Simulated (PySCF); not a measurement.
**How methods differ on the ionisation energy of Dy**

Dy [Xe] 4f10 6s2 [4f5/2^6 4f7/2^4, M_J = 8] → Dy+ [Xe] 4f10 6s1 [4f5/2^6 4f7/2^4 6s1/2^1, M_J = 17/2], as a difference of total energies. All numbers are calculated (PySCF 2.14, the two-component X2C-1e Hamiltonian, in x2c-TZVPPall-2c (11s11p10d4f2g, 140 functions)). Correlated levels: [Ar] 3d10 frozen; the 18 highest virtual spinors dropped. "Screened" scales the spin-orbit matrix elements by Boettger's factors to mimic the two-electron term; Breit and QED terms are absent.

```
                    method  ionisation energy (eV)
           GHF (spin-free)                   4.854
          GMP2 (spin-free)                   5.829
 GHF (screened spin-orbit)                   4.857
GMP2 (screened spin-orbit)                   5.832
```

Q: How much does correlation contribute at GMP2 (screened spin-orbit)?

A: 5.832 − (4.857) = 0.975 eV, measured against GHF (screened spin-orbit).

The spin-free rows relax to the high-spin LS determinant and lack the spin-orbit shift.

The labels give the starting determinants; with spin-orbit coupling the two ends relaxed to ⟨J²⟩ = 72.01, ⟨L²⟩ = 42.76, ⟨S²⟩ = 5.90 and ⟨J²⟩ = 80.76, ⟨L²⟩ = 42.74, ⟨S²⟩ = 8.60.

For comparison: 5.939 eV (measured; NIST Atomic Spectra Database, ionization energies).
